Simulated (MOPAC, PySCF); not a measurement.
Ligands exchanged one at a time, Sn C2H5-SH. All species are isolated molecules in the gas phase. One relaxed conformer stands for each flexible species; it need not be the lowest. Strings in code marks are SMILES.

Quantity: redistribution energy (mixed species minus the weighted end members), in kcal/mol. Semi-empirical values (MOPAC) are differences of heats of formation.

Level 1: PBE-D3(BJ)/def2-TZVP // B3LYP-D3(BJ)/def2-SVP (PySCF)
Level 2: B3LYP/6-31G* (LANL2DZ on Sn) // B3LYP-D3(BJ)/def2-SVP (PySCF)
Level 3: PBE/6-31G* (LANL2DZ on Sn) // B3LYP-D3(BJ)/def2-SVP (PySCF)
Level 4: PM7 // B3LYP-D3(BJ)/def2-SVP (MOPAC)

```json
[
 {"species": "2 of 4 C2H5 replaced by SH: `C[CH2][Sn]([SH])([SH])[CH2]C`", "level 1": "-5.21", "level 2": "-6.23", "level 3": "-6.34", "level 4": "-3.81"},
 {"species": "3 of 4 C2H5 replaced by SH: `[CH2](C)[Sn]([SH])([SH])[SH]`", "level 1": "-4.15", "level 2": "-4.36", "level 3": "-4.71", "level 4": "-2.06"}
]
```
